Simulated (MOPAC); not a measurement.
Job for MOPAC: AM1 on H5NOSn (SMILES [NH2][SnH2][OH]), a point of a torsion scan.

```
AM1 1SCF PRECISE CHARGE=0 THREADS=1
H5NOSn

N      1.41978497 1    -0.47570208 1     0.14886486 1
Sn    -0.30570044 1     0.54427114 1     0.06766008 1
O     -1.56017197 1    -0.77768356 1    -0.57467779 1
H      1.61306211 1    -1.01911636 1    -0.68268453 1
H      2.24844691 1     0.06592104 1     0.34969782 1
H     -0.52069403 1     1.76638614 1    -1.04976571 1
H     -0.66126726 1     1.00874928 1     1.63004283 1
H     -1.67352348 1    -1.55801027 1    -0.03601081 1
```

It printed:

```
*******************************************************************************
 **                                                                           **
 **                              MOPAC v23.2.5                                **
 **                                                                           **
 *******************************************************************************
 ** MOPAC's Digital Object Identifier: https://doi.org/10.5281/zenodo.6511958 **
 **                                                                           **
 ** Please cite the open-source release paper for use of this MOPAC version:  **
 ** J. E. Moussa and J. J. P. Stewart (2026)                                  **
 ** MOPAC: An open-source semiempirical molecular orbital program             **
 ** J. Open Source Softw., 11(119), 8025, https://doi.org/10.21105/joss.08025 **
 *******************************************************************************

                              AM1 CALCULATION RESULTS

 *******************************************************************************
 *  AM1        - The AM1 Hamiltonian to be used
 *
 *
 *
 *                 CHARGE ON SYSTEM = 0
 *
 *
 *
 *  PRECISE    - TIGHTER CRITERIA TO BE USED
 *  1SCF       - DO 1 SCF AND THEN STOP
 *  THREADS=1  - MULTI-THREADING NOT USED
 *  T=         - A TIME OF 172800.0 SECONDS REQUESTED
 *  DUMP=N     - RESTART FILE WRITTEN EVERY 7200.0 SECONDS REQUESTED
 *******************************************************************************
AM1 1SCF PRECISE CHARGE=0 THREADS=1
 H5NOSn

   ATOM   CHEMICAL          X               Y               Z
  NUMBER   SYMBOL      (ANGSTROMS)     (ANGSTROMS)     (ANGSTROMS)

     1       N          1.41978497  *  -0.47570208  *   0.14886486  *
     2      Sn         -0.30570044  *   0.54427114  *   0.06766008  *
     3       O         -1.56017197  *  -0.77768356  *  -0.57467779  *
     4       H          1.61306211  *  -1.01911636  *  -0.68268453  *
     5       H          2.24844691  *   0.06592104  *   0.34969782  *
     6       H         -0.52069403  *   1.76638614  *  -1.04976571  *
     7       H         -0.66126726  *   1.00874928  *   1.63004283  *
     8       H         -1.67352348  *  -1.55801027  *  -0.03601081  *



          CARTESIAN COORDINATES

    NO.       ATOM           X           Y           Z

     1         N          1.4198     -0.4757      0.1489
     2        Sn         -0.3057      0.5443      0.0677
     3         O         -1.5602     -0.7777     -0.5747
     4         H          1.6131     -1.0191     -0.6827
     5         H          2.2484      0.0659      0.3497
     6         H         -0.5207      1.7664     -1.0498
     7         H         -0.6613      1.0087      1.6300
     8         H         -1.6735     -1.5580     -0.0360

  H: (AM1): M.J.S. DEWAR ET AL, J. AM. CHEM. SOC. 107 3902-3909 (1985)
  N: (AM1): M.J.S. DEWAR ET AL, J. AM. CHEM. SOC. 107 3902-3909 (1985)
  O: (AM1): M.J.S. DEWAR ET AL, J. AM. CHEM. SOC. 107 3902-3909 (1985)
 Sn: (AM1): J. J. P. STEWART, J. MOL. MOD., 10, 155-164 (2004)

           Empirical Formula: H5 N O Sn  =     8 atoms



      MOLECULAR POINT GROUP   :   C1


      RHF CALCULATION, NO. OF DOUBLY OCCUPIED LEVELS = 10


 -------------------------------------------------------------------------------
 AM1 1SCF PRECISE CHARGE=0 THREADS=1
 H5NOSn



     1SCF WAS SPECIFIED, SO BFGS WAS NOT USED
     SCF FIELD WAS ACHIEVED


                              AM1 CALCULATION
                                                       MOPAC v23.2.5 Linux




          FINAL HEAT OF FORMATION =        -17.60002 KCAL/MOL =     -73.63849 KJ/MOL


          COSMO AREA              =        106.57 SQUARE ANGSTROMS
          COSMO VOLUME            =         94.29 CUBIC ANGSTROMS

          IONIZATION POTENTIAL    =          9.021471 EV
          HOMO LUMO ENERGIES (EV) =         -9.021  0.292
          NO. OF FILLED LEVELS    =         10
          MOLECULAR WEIGHT        =        153.7356         POINT GROUP:  C1

          MOLECULAR DIMENSIONS (Angstroms)

            Atom       Atom       Distance
            H     8    H     5     4.26237
            H     4    H     7     3.66055
            H     6    N     1     2.69401


          SCF CALCULATIONS        =          1





   ATOM   CHEMICAL          X               Y               Z
  NUMBER   SYMBOL      (ANGSTROMS)     (ANGSTROMS)     (ANGSTROMS)

     1       N          1.41978497  *  -0.47570208  *   0.14886486  *
     2      Sn         -0.30570044  *   0.54427114  *   0.06766008  *
     3       O         -1.56017197  *  -0.77768356  *  -0.57467779  *
     4       H          1.61306211  *  -1.01911636  *  -0.68268453  *
     5       H          2.24844691  *   0.06592104  *   0.34969782  *
     6       H         -0.52069403  *   1.76638614  *  -1.04976571  *
     7       H         -0.66126726  *   1.00874928  *   1.63004283  *
     8       H         -1.67352348  *  -1.55801027  *  -0.03601081  *

                             CARTESIAN COORDINATES

   1    N        1.419784970    -0.475702080     0.148864860
   2   Sn       -0.305700440     0.544271140     0.067660080
   3    O       -1.560171970    -0.777683560    -0.574677790
   4    H        1.613062110    -1.019116360    -0.682684530
   5    H        2.248446910     0.065921040     0.349697820
   6    H       -0.520694030     1.766386140    -1.049765710
   7    H       -0.661267260     1.008749280     1.630042830
   8    H       -1.673523480    -1.558010270    -0.036010810


           Empirical Formula: H5 N O Sn  =     8 atoms



      MOLECULAR POINT GROUP   :   C1


                  EIGENVALUES
 -34.09566 -30.96679 -16.21536 -15.10251 -14.37680 -11.94495 -11.15110 -10.83564
  -9.98823  -9.02147   0.29233   4.74087   5.42352   5.86633   6.53827   6.91687
   7.67401


              NET ATOMIC CHARGES AND DIPOLE CONTRIBUTIONS

  ATOM NO.   TYPE          CHARGE      No. of ELECS.   s-Pop       p-Pop
    1          N          -0.816111        5.8161     1.60143     4.21468
    2         Sn           2.073401        1.9266     1.04714     0.87946
    3          O          -0.858450        6.8584     1.83979     5.01865
    4          H           0.119147        0.8809     0.88085
    5          H           0.118135        0.8819     0.88187
    6          H          -0.396148        1.3961     1.39615
    7          H          -0.425628        1.4256     1.42563
    8          H           0.185654        0.8143     0.81435
 DIPOLE           X         Y         Z       TOTAL
 POINT-CHG.     0.872     3.133     0.901     3.375
 HYBRID         0.669    -1.137    -0.453     1.395
 SUM            1.541     1.996     0.448     2.561


          ATOMIC ORBITAL ELECTRON POPULATIONS

     Atom    s        px        py        pz
    1  N   1.60143   1.24934   1.49875   1.46658
    2 Sn   1.04714   0.24238   0.29192   0.34517
    3  O   1.83979   1.87467   1.43854   1.70545
    4  H   0.88085
    5  H   0.88187
    6  H   1.39615
    7  H   1.42563
    8  H   0.81435

 **********************
 *                    *
 * JOB ENDED NORMALLY *
 *                    *
 **********************




 == MOPAC DONE ==
```

The run finished.

Cost: around 0.03 core-seconds (rough).
